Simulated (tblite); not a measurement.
Compound: C5H15OPSi.
Structure used (GFN2-xTB), in Å, numbered top down from 1:
```xyz
23
C5H15OPSi angstrom
C      3.487    0.189    0.084
P      1.738    0.520    0.504
O      1.411    1.949    0.506
C      0.718   -0.507   -0.580
Si    -1.121   -0.162   -0.158
C     -1.280   -0.047    1.735
C     -1.635    1.472   -0.985
C     -2.152   -1.623   -0.822
H      3.731   -0.868    0.143
H      4.113    0.754    0.773
H      3.667    0.557   -0.926
H      1.625   -0.083    1.758
H      0.940   -0.200   -1.603
H      0.999   -1.550   -0.462
H     -0.665    0.771    2.102
H     -0.953   -0.960    2.227
H     -2.303    0.143    2.045
H     -1.634    1.393   -2.069
H     -0.943    2.262   -0.709
H     -2.631    1.777   -0.678
H     -3.208   -1.428   -0.678
H     -1.918   -2.552   -0.312
H     -1.990   -1.779   -1.883
```

Computed with GFN2-xTB (tblite): harmonic, unscaled wavenumbers at the GFN2-xTB geometry, gas phase. Against measured fundamentals such values can be off by several per cent, at times by over 20. Modes of hydrogen on phosphorus can be 10 to 20 % off. One conformer, not necessarily the lowest.

Harmonic wavenumbers (cm⁻¹): 55.2, 72.0, 106.2, 111.7, 133.8, 148.0, 153.3, 164.9, 169.8, 187.2, 194.5, 199.1, 240.4, 327.0, 345.0, 607.9, 657.3, 691.6, 731.0, 743.0, 746.4, 772.7, 774.1, 780.3, 795.4, 797.2, 836.3, 852.9, 858.3, 873.3, 922.7, 978.4, 1019.6, 1110.7, 1267.4, 1316.7, 1364.0, 1367.3, 1375.9, 1407.1, 1425.0, 1439.0, 1469.1, 1471.2, 1476.2, 1479.6, 1488.0, 1493.8, 2278.6, 2964.3, 2993.0, 3002.4, 3003.8, 3025.8, 3032.8, 3034.3, 3034.6, 3041.7, 3045.6, 3047.4, 3049.8, 3052.3, 3066.3.

A = 2282, B = 815.7, C = 767.2 MHz; mass 150.063 u (most abundant isotopes); point group C1, symmetry number 1.

Zero-point energy?

Half the sum of the wavenumbers: 41335 cm⁻¹ = 494.48 kJ/mol.

What is S at 200 K and 1 bar for an ideal gas of classical rigid rotors and harmonic oscillators?

Translation 163.05, rotation 119.70, vibration 123.28: S = 406.0 J/(mol K).

And Cp and H(200 K) − H(0)?

Cp = 159.07 J/(mol K), of which vibrations give 125.82 (their classical limit is 63 R = 523.8); H(200 K) − H(0) = 20.37 kJ/mol without the zero-point energy, 13.72 from vibrations.

Blend soft modes into free rotors: weight 1/[1 + (100 cm⁻¹/ν̃)⁴] for the oscillator and the rest for a rotor with moment μB/(μ + B), μ = h/(8π²ν), B = 10⁻⁴⁴ kg m². What vibrational entropy results?

118.76 J/(mol K) in place of 123.28, which changes −T·S at 200 K by +0.90 kJ/mol.

How do the functions run with temperature in this model?

| T (K) | S (J/(mol K)) | Cp (J/(mol K)) | H − H(0) (kJ/mol) | G − H(0) (kJ/mol) | ln q(vib) |
| --- | --- | --- | --- | --- | --- |
| 50 | 252.2 | 67.3 | 2.22 | -10.39 | 0.53 |
| 100 | 313.7 | 110.8 | 6.79 | -24.59 | 2.34 |
| 298.15 | 478.4 | 206.8 | 38.31 | -104.32 | 10.48 |
| 373.15 | 528.6 | 241.8 | 55.15 | -142.10 | 13.30 |
| 500 | 606.7 | 292.5 | 89.16 | -214.20 | 17.85 |
| 750 | 739.9 | 364.5 | 171.91 | -383.04 | 26.13 |
| 1000 | 852.0 | 413.8 | 269.55 | -582.40 | 33.60 |

q(vib) and H(0) count from the zero-point level.

What must be added to the electronic energy to get the Gibbs energy at 200 K and 1 bar?

ZPE + [H(200 K) − H(0)] − T·S = 494.48 + 20.37 − 81.21 = 433.64 kJ/mol.

Which modes carry the vibrational entropy at 200 K?

55.2 cm⁻¹: 16.05; 72.0 cm⁻¹: 13.88; 106.2 cm⁻¹: 10.75; 111.7 cm⁻¹: 10.35; 133.8 cm⁻¹: 8.95; 148.0 cm⁻¹: 8.18 J/(mol K); the other 57 give 55.13 together.

Hindered rotation and anharmonicity are outside this model. Other conformers, if any are populated, would add a mixing term that is left out. The structure is chiral; the term R ln 2 for an equal mix with its mirror image is left out.

Run on one thread of an x86-64 server, no GPU (shared host). This covers the Hessian and the dipole derivatives.
